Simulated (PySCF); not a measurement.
## Structure from 2D NMR

Compound of formula C₆H₇NO₂. Correlations simulated from computed shifts and the bond graph:

HSQC (one-bond C–H):
```tsv
δH	δC
5.91	112.6
2.63	32.3
1.10	17.1
```

COSY cross peaks (H two or three bonds apart, from the bond graph; peaks can be absent where the dihedral angle is near 90°):
```tsv
δH	δH
2.63	1.10
```

HMBC (two and three bonds, from the bond graph):
```tsv
δH	δC
5.91	170.2, 164.2, 120.9, 32.3
2.63	170.2, 164.2, 112.6, 17.1
1.10	164.2, 32.3
```

Carbons without hydrogens: δ 170.2, 164.2, 120.9.

[PySCF 2.14.0 with density-fitted response routines: σ from GIAO-PBE0/pcSseg-1; geometry: GFN2-xTB; equivalent nuclei averaged; one conformer; non-relativistic Hamiltonian; no solvent]

δ = σ(ref) − σ, references computed at the same level: ¹H, ¹³C against TMS.

Exchangeable hydrogens are left out of these lists.

Which molecule is this?

Answers

SMILES C(/C(CC)=C\C#N)(=O)O.

Structure with atom numbers: `[CH3:1][CH2:2]/[C:3](=[CH:4]/[C:5]#[N:6])[C:7](=[O:8])[OH:9]`. Each H is labelled by its parent atom.

- δC 170.2 is C7, a carboxylic acid carbon.
- δC 164.2 is C3, an α carbon of a C=C–C=O unit.
- δC 120.9 is C5, a nitrile carbon.
- δC 112.6 is C4, a β carbon of a C=C–C=O unit (δH 5.91).
- δC 32.3 is C2, an allylic sp3 CH2 (δH 2.63).
- δC 17.1 is C1, a methyl carbon (δH 1.10).
- HMBC from δH 5.91 reaches the proton-free carbons C7, C3, C5.
- HMBC from δH 2.63 reaches the proton-free carbons C7, C3.
- HMBC from δH 1.10 reaches the proton-free carbon C3.
- COSY links 2.63–1.10.

This is the structure that produced the data.

Exchangeable OH/NH protons stand at their gas-phase positions; hydrogen bonding in a real sample shifts them, mostly to higher δ. Shifts are as computed. Against solution values, carbons near 30 ppm lie about +3 ppm off and those near 130 ppm about +5 ppm. Of 1211 compounds with measured shifts, 218 miss one by over three times the rms of a fit or turn the order of signals round; such compounds aren't used in these exercises. Hydrogen bonding in solution deshields acid and N–H amide carbonyl carbons by as much as 10 ppm beyond these values.
